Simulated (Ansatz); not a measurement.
Basis-set series for C2H8HfO3Se, SMILES `C[O][Hf]([OH])([SeH])[O]C`. The species carries charge 0 and has multiplicity 1. Hf takes the def2 core potential. The geometry is a stationary point of PBE0-D4/def2-TZVP. It is one conformer, not always the lowest.

```xyz
15

C     2.272    0.600    1.775
O     1.506    0.339    0.645
Hf    0.324   -0.171   -0.761
O     0.740   -1.896   -1.495
Se    0.657    1.690   -2.576
O    -1.489   -0.162   -0.161
C    -2.799   -0.157    0.293
H     2.928   -0.247    2.001
H     1.632    0.786    2.643
H     2.896    1.484    1.611
H     1.048   -2.764   -1.731
H    -0.224    0.960   -3.502
H    -3.369    0.639   -0.197
H    -3.287   -1.114    0.079
H    -2.834    0.013    1.375
```

```csv
functional,basis,functions,energy (Eh),HOMO (eV),LUMO (eV)
PBE0-D4,def2-SVP,174,-2755.34597,-6.36,0.00
PBE0-D4,def2-TZVPP,371,-2756.01587,-6.49,-0.08
ωB97M-V,def2-SVP,174,-2755.63528,-8.47,1.31
ωB97M-V,def2-TZVPP,371,-2756.31652,-8.62,1.08
```

Give the rows for def2-QZVPP. (An estimate is asked.)

Ansatz gave: 
| functional | basis | functions | energy (Eh) | HOMO (eV) | LUMO (eV) |
| --- | --- | --- | --- | --- | --- |
| PBE0-D4 | def2-QZVPP | 695 | -2756.08432 | -6.52 | -0.32 |
| ωB97M-V | def2-QZVPP | 695 | -2756.38253 | -8.65 | 0.58 |

Positive LUMOs are unbound and depend on the basis. Scalar relativity is left out up to krypton.
